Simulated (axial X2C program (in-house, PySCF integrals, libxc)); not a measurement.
Which molecule has these constants?

Calculated with an axial X2C code built on PySCF integrals, spin-free (one-electron X2C) or two-component (2c: spin–orbit coupling with atomic mean-field Coulomb and Gaunt terms, which also bring small scalar terms), in Dyall basis sets with cores contracted in-house; open shells are unrestricted.

A two-component CCSD(T) calculation in a Dyall 3-zeta basis gave Re = 2.373 Å, ωe = 309.9 cm⁻¹, Ω = 0.

**Question.** Which molecule is it?
A. ZnB⁺
B. HgB⁺
C. CdB⁺

**Answer.** B. The others have ZnB⁺ 2.348 Å and 330.9 cm⁻¹ (Ω = 0); CdB⁺ 2.515 Å and 312.8 cm⁻¹ (Ω = 0).

Frozen shells (counts by l): HgB⁺ Hg 5s4p2d1f, B 1s, 14 electrons correlated; ZnB⁺ Zn 3s2p, B 1s, 14 electrons correlated; CdB⁺ Cd 4s3p1d, B 1s, 14 electrons correlated. Coupled cluster in natural virtuals with an MP2 remainder. Where the outer core of a metal is frozen, bonds come out longer and ionisation energies lower.

Each entry is the lowest single determinant of a limited PBE0 search at one distance. De goes to single-determinant-based atoms at the same level (for ions the charge split of lowest energy) and is withheld (n/a) where an atom does not fit its ground term or J level. Main or longest-lived isotopes.
